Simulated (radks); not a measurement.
Results of a calculation; reference values are marked as such.
Q: Neutral bismuth, [Hg] 6p3. Level of theory: non-relativistic Kohn-Sham, PBE, spin-polarised, spherical densities, point nucleus (a radial shooting solver on a logarithmic mesh with Libxc functionals). Every spin shell is full or empty, so the densities are truly spherical. Functionals are evaluated on that one density, not self-consistently. Rank these orbital-free kinetic functionals by their error against the exact value of the orbitals, and give that value: Thomas-Fermi, von Weizsacker, TF + vW, TF + vW/5, APBEK, revAPBEK, Perdew 92, Thakkar, Pearson, LKT, DePristo-Kress, Ernzerhof.

A: Exact: 20094.7 hartree. From best to worst, with 100 (|E| - |E exact|)/|E exact| (equal figures are ties): APBEK +0.05, revAPBEK +0.19, DePristo-Kress -0.19, Ernzerhof -0.46, Perdew 92 -0.66, Thakkar -0.78, Pearson -0.82, TF + vW/5 +2.44, Thomas-Fermi -4.55, LKT +15.70, TF + vW +30.41, von Weizsacker -65.04.
